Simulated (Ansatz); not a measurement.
Geometry optimisation, Ansatz 0.2.0, RKS PBE0-D4/def2-SVP.

input.yaml

```yaml
crystal:
  periodic: [false, false, false]
  atoms:
    - { symbol: F, position_ang: [-1.3363, -1.1609, -0.1714] }
    - { symbol: Si, position_ang: [-0.4888, -0.0468, -0.9759] }
    - { symbol: O, position_ang: [-0.0585, 1.1569, -0.0433] }
    - { symbol: P, position_ang: [1.1284, 0.6743, 0.9824] }
    - { symbol: H, position_ang: [0.5984, -0.7283, -1.751] }
    - { symbol: H, position_ang: [0.199, 0.0408, 1.9131] }
basis:
  gaussian: { orbitals: def2-SVP }
hamiltonian:
  xc: pbe0
  dispersion: d4
relax:
  f_tol: 0.015
  max_steps: 40
```

Run as:

```bash
$ ansatz run input.yaml --threads 1 --pin off --max-ram 2048MiB --backend cpu --events-out ev --progress --plain --runs-dir out
```

Task: Where does it end, and by what steps?

Result: The run converged. After 29 steps the energy has fallen by 2.420 eV; H5 moved furthest, 2.41 Å. Parted: Si2–P4, Si2–H5. Joined: P4–H5.

```
step  energy less start (eV)  largest force component (eV/Å)  accepted
   0                  0.0000                           4.415       yes
   2                 -0.6609                           0.511       yes
   4                 -0.8203                           0.903       yes
   6                 -1.4282                           1.167       yes
   8                 -1.7818                           2.022       yes
  10                 -2.0265                           0.355       yes
  12                 -2.1403                           0.654       yes
  14                 -2.2469                           1.184       yes
  16                 -2.3514                           0.725       yes
  18                 -2.4061                           0.171       yes
  20                 -2.4127                           0.023       yes
  22                 -2.4146                           0.032       yes
  24                 -2.4178                           0.123       yes
  26                 -2.4194                           0.035       yes
  28                 -2.4198                           0.030       yes
  29                 -2.4199                           0.012       yes
```

```xyz
6
Properties=species:S:1:pos:R:3
F -2.019 -0.745 0.109
Si -1.560 0.157 -1.185
O -0.054 0.645 -0.699
P 0.964 0.565 0.636
H 2.112 0.043 -0.043
H 0.599 -0.729 1.135
```

Run time: 46 s on 1 thread of Intel(R) Xeon(R) 6975P-C (Granite Rapids), with other jobs on the host, peak memory 0.18 GiB.
